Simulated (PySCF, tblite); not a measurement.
Species: C₅H₁₀BClS.
Structure used (GFN2-xTB), in Å, numbered top down from 1:
```
atom  x, y, z in Å
C1    -1.394   -1.733   -0.798
C2    -1.377   -0.522   -0.233
C3    -2.472    0.462   -0.548
B4    -0.239   -0.079    0.737
Cl5   -0.121    1.575    1.187
C6     0.856   -1.077    1.299
S7     2.037   -1.487   -0.056
C8     2.831    0.125   -0.296
H9    -0.619   -2.458   -0.617
H10   -2.173   -2.032   -1.482
H11   -3.231    0.015   -1.185
H12   -2.942    0.810    0.371
H13   -2.058    1.333   -1.053
H14    1.454   -0.691    2.125
H15    0.456   -2.047    1.591
H16    3.290    0.445    0.635
H17    2.101    0.855   -0.632
H18    3.592   -0.016   -1.056
```

Jobs on this species (18 atoms, 78 electrons) with PySCF (density fitting) and tblite. Hardware of each: one thread of an Arm Neoverse V2, on a shared host. Other jobs ran on the host; a repeat could differ by tens of per cent or more.

| level and settings | work | basis functions | SCF cycles | wall time |
| --- | --- | --- | --- | --- |
| GFN2-xTB | L-BFGS relaxation | – | – | ? |
| GFN2-xTB | Hessian by finite differences | – | – | 0.72 s |
| PBE0/pcSseg-1 | shieldings, charges and field gradients | 200 | 14 | 38 s |

**Question.** Fill in the missing figures.

**Answer.** 
- GFN2-xTB; L-BFGS relaxation: 1.3 s

**Question.** What do all jobs in the table cost together?

**Answer.** About 40 s; the longest takes about 95 % of that, and about 53 times as long as the shortest.
